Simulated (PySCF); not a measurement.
UHF on Cd²⁺ (cadmium, charge +2)

Configuration: [Kr] 4d10, closed-shell 1S. Calculation: PySCF 2.14, in cc-pVDZ-PP with ECP28MDF (4s4p3d1f, 38 functions); scalar relativity through the core potential.

```json
{"Total energy": "-165.996136 hartree", "One-electron energy": "-283.9991 hartree", "Hartree (Coulomb) energy": "132.2832 hartree", "Exchange energy": "-14.2802 hartree", "⟨S²⟩": "0.0000", "⟨L²⟩": "0.000", "Sum of ⟨r⟩": "20.18 bohr", "Sum of ⟨r²⟩": "26.55 bohr²", "Time after the integrals": "0.13 s of wall time on 1 thread of Neoverse-N1 (shared host)"}
```

```json
{"shell": "4s", "electrons": "2", "mean orbital energy (hartree)": "-5.49825", "rms radius, mean of both spins (bohr)": "0.948"}
{"shell": "4p", "electrons": "6", "mean orbital energy (hartree)": "-3.83709", "rms radius, mean of both spins (bohr)": "1.04"}
{"shell": "4d", "electrons": "10", "mean orbital energy (hartree)": "-1.39742", "rms radius, mean of both spins (bohr)": "1.35"}
```

Energies and moments cover only the electrons outside the core potential.
